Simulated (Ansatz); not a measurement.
Computed with Ansatz on PBE0-D4/def2-TZVP structures; ΔE is electronic, products minus reactants. CCSD(T)/CBS adds triple-zeta CCSD(T) − MP2 to the extrapolated MP2 energy (def2 sets, frozen cores). Functionals use def2-TZVPP. B3LYP here is the variant with VWN-RPA as its local correlation; programs differ in this. HSE06 is defined as in plane-wave codes. def2 core potentials past Kr. For Br, I, In outer-core shells are correlated without core-valence functions, which leaves a few kJ/mol of doubt a bond. Scalar relativity is left out up to krypton.

`[CH3][In]([Cl])[Br]` + HI → `[CH3][In]([Cl])[I]` + HBr  (ligand exchange at the In–Br bond)

```csv
level,ΔE (kJ/mol),difference from CCSD(T)/CBS
LDA (SPW92),-11.3,2.1
PBE-D4,-10.8,2.6
revPBE-D4,-9.8,3.6
r2SCAN-D4,-9.7,3.7
B97M-V,-5.0,8.4
PBE0-D4,-11.2,2.2
B3LYP-D4,-9.4,4.0
r2SCANh-D4,-10.2,3.2
r2SCAN0-D4,-10.7,2.7
BHLYP-D4,-10.3,3.1
CAM-B3LYP-D4,-7.6,5.8
ωB97X-V,-7.9,5.5
ωB97M-V,-8.4,5.0
B2PLYP,-9.4,4.0
PBE-QIDH,-11.7,1.7
PBE,-9.8,3.6
revPBE,-9.2,4.2
BLYP,-7.1,6.3
r2SCAN,-9.5,3.9
PBE0,-10.3,3.1
B3LYP,-7.8,5.6
r2SCANh,-9.9,3.5
HSE06,-10.5,2.9
BHLYP,-7.6,5.8
LC-ωPBE,-7.9,5.5
RPA@PBE/def2-TZVPP,-7.1,6.3
HF/def2-SVP,-10.9,2.5
MP2/def2-SVP,-12.9,0.5
CCSD/def2-SVP,-11.2,2.2
CCSD(T)/def2-SVP,-11.6,1.8
HF/def2-TZVPP,-6.4,7.0
MP2/def2-TZVPP,-13.9,-0.5
SCS-MP2/def2-TZVPP,-10.8,2.6
CCSD/def2-TZVPP,-7.9,5.5
CCSD(T)/def2-TZVPP,-8.7,4.7
HF/def2-QZVPP,-6.8,6.6
MP2/def2-QZVPP,-16.7,-3.3
HF/CBS(def2),-6.9,6.5
MP2/CBS(def2),-18.6,-5.2
CCSD/CBS(def2),-12.6,0.8
CCSD(T)/CBS,-13.4,0
```

Largest T1 diagnostic among the species: 0.011.

Leaving LDA and LC-ωPBE aside and taking each functional with its dispersion term where it has one, the values spread over 6.7 kJ/mol, from PBE-QIDH to B97M-V.
